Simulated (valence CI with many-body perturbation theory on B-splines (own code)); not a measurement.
# Pt⁷²⁺: key properties

Method: relativistic CI+MBPT: four valence electrons over a frozen Dirac-Fock core [He], a basis of 9 s, 9 p, 8 d, 6 f, 3 g, 1 h functions for each j, with the one-electron correlation potential Σ1 (screened to all orders), the two-electron term Σ2, the three-electron term Σ3, Breit, model QED; selected single and double excitations, second order for the rest, scaled by the run's own slope (own B-spline code, finite nucleus).

The last digits are not significant, and no measured levels were compared; by estimate large intervals hold to a few tenths of a per cent, small ones and those within an open d or f shell to about a per cent.

Levels are named by their leading jj configuration (3d3/2^4 stands for four electrons in 3d with j = 3/2), which in mixed levels can hold well under half, so a name can repeat and another be missing.

Rates and lifetimes use the calculated energies. Strong lines usually hold to 10 to 20 %, long lifetimes can be off by a factor of two.

Q: What is the ground level?

A: (2s^2 2p1/2^2) J=0, composition 68 % 2s2 2p2 3P + 32 % 2s2 2p2 1S.

Q: What are the static dipole polarisabilities of the lowest levels?

A: (2s^2 2p1/2^2) J=0 5.50e-05 bohr³, of which the core gives 1.69e-07.

Q: How well does LS coupling describe the low levels?

A: Among the lowest 20 levels the leading LS term, summed over configurations, holds 67 % on average. For single configurations the figures are 67 % in LS and 100 % in jj coupling. Terms mix most in the J = 1 level at 17980 × 10³ cm⁻¹, where the leading one holds 31 %.

Q: What is the ionisation energy?

A: 20838 eV; NIST lists 20840 ± 70 eV (theoretical).

Q: Among levels below 105000 × 10³ cm⁻¹, which E1 lines absorb most strongly from the ground level?

A: to (2s^2 2p1/2 3d3/2) J=1 at 0.09883 nm, f = 1.07; to (2s 2p1/2^2 3p1/2) J=1 at 0.1016 nm, f = 0.312; to (2s 2p1/2^2 2p3/2) J=1 at 0.5562 nm, f = 0.293.
